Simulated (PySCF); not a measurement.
**Finite-field polarisability of Ga (gallium, neutral)**

[Ar] 3d10 4s2 4p1, 2P determinant. Computed with PySCF 2.14 in def2-QZVPPD (12s7p5d4f1g, 95 functions), with the non-relativistic Hamiltonian (point nucleus). Frozen: [Ar] 3d10. Energy changes in a uniform field (μhartree):

| axis | F (au) | HF | MP2 | CCSD | CCSD(T) |
| --- | --- | --- | --- | --- | --- |
| x | 0.0021 | -102.517 | -100.921 | -99.140 | -99.198 |
| x | 0.0042 | -410.221 | -403.826 | -396.703 | -396.936 |
| y | 0.0016 | -101.052 | -97.940 | -96.794 | -96.776 |
| y | 0.0032 | -404.933 | -392.364 | -387.797 | -387.718 |

By symmetry the remaining axis equals x.

**Question.** Derive α along x at CCSD(T) from the two fields.

**Answer.** With ΔE = −αF²/2 − γF⁴/24, α = −(16 ΔE(F) − ΔE(2F))/(6F²) = 44.98 bohr³.

**Question.** And the mean polarisability at each level?

**Answer.** The components xx, yy, zz at CCSD(T) are 44.98, 75.57, 44.98, the third axis being equal by symmetry to one of the two computed. Means: HF 57.29, MP2 56.00, CCSD 55.16, CCSD(T) 55.18 bohr³. Reference: 50 ± 3 bohr³ (recommended; Schwerdtfeger and Nagle, table of static dipole polarizabilities (2023 update)).

CCSD(T) lies more than 5 % above the reference; correlation of the frozen inner shells, absent here, would lower it.
